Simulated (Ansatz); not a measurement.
Computed with frozen-core CCSD(T)/cc-pVTZ // B3LYP-D3(BJ)/def2-TZVP run with Ansatz (a first-principles code).

Ansatz 0.2 input:
```yaml
crystal:
  periodic: [false, false, false]
  atoms:
    - { symbol: C, position_ang: [1.754125, -0.674154, 0.007737] }
    - { symbol: Al, position_ang: [-0.007763, 0.178176, -0.018965] }
    - { symbol: C, position_ang: [-1.685018, -0.813185, 0.170186] }
    - { symbol: N, position_ang: [-0.089564, 1.941106, -0.231878] }
    - { symbol: H, position_ang: [2.560031, 0.016574, -0.250886] }
    - { symbol: H, position_ang: [1.802667, -1.516485, -0.688639] }
    - { symbol: H, position_ang: [1.97775, -1.080271, 0.999403] }
    - { symbol: H, position_ang: [-2.542383, -0.15928, 0.34569] }
    - { symbol: H, position_ang: [-1.899372, -1.394755, -0.73213] }
    - { symbol: H, position_ang: [-1.638577, -1.529325, 0.995557] }
    - { symbol: H, position_ang: [-0.939073, 2.484082, -0.245407] }
    - { symbol: H, position_ang: [0.707177, 2.547518, -0.350672] }
basis:
  gaussian: { orbitals: cc-pVTZ }
correlation:
  method: ccsd_t
```

Output:

```
Functional definition: HF
1329 factors; integrals over basis functions are off by at most 1.4e-3 eV
mean field evaluation 1: about -10250.2948 eV, gradient 4.7e1 eV
mean field evaluation 2: about -10250.3785 eV, gradient 4.7e1 eV
mean field evaluation 4: about -10255.2713 eV, gradient 3.6e0 eV
mean field evaluation 8: about -10255.3296 eV, gradient 2.2e-1 eV
mean field evaluation 16: about -10254.0336 eV, gradient 2.4e1 eV
mean field -10255.32995494 eV, -376.8764245316 hartree, gradient 3.6e-6 eV, S^2 0.000000; 0 other end points of the search recorded, 0 dependent functions left out
8 core orbitals not correlated
reference -10255.32995494 eV, -376.8764245316 hartree; 12, 12 occupied and 216, 216 virtual orbitals, 1329 factors
second order -17.97644168 eV of doubles, -0.00000000 eV of singles
cycle   1  -18.66082255 eV  change   -6.8e-1 eV  update   7.9e-2
cycle   2  -19.07174346 eV  change   -4.1e-1 eV  update   2.3e-2
cycle   3  -19.14054335 eV  change   -6.9e-2 eV  update   1.1e-2
cycle   4  -19.13668707 eV  change    3.9e-3 eV  update   2.9e-3
cycle   5  -19.13670012 eV  change   -1.3e-5 eV  update   1.5e-3
cycle   6  -19.13657405 eV  change    1.3e-4 eV  update   4.6e-4
cycle   7  -19.13644472 eV  change    1.3e-4 eV  update   1.5e-4
cycle   8  -19.13646912 eV  change   -2.4e-5 eV  update   4.9e-5
cycle   9  -19.13646928 eV  change   -1.6e-7 eV  update   1.3e-5
perturbative correction -0.71144359 eV, -0.0261450698 hartree
Total energy: -10275.17786781 eV, -377.6058218762 hartree
```

Cost: around 4 core-minutes (rough).
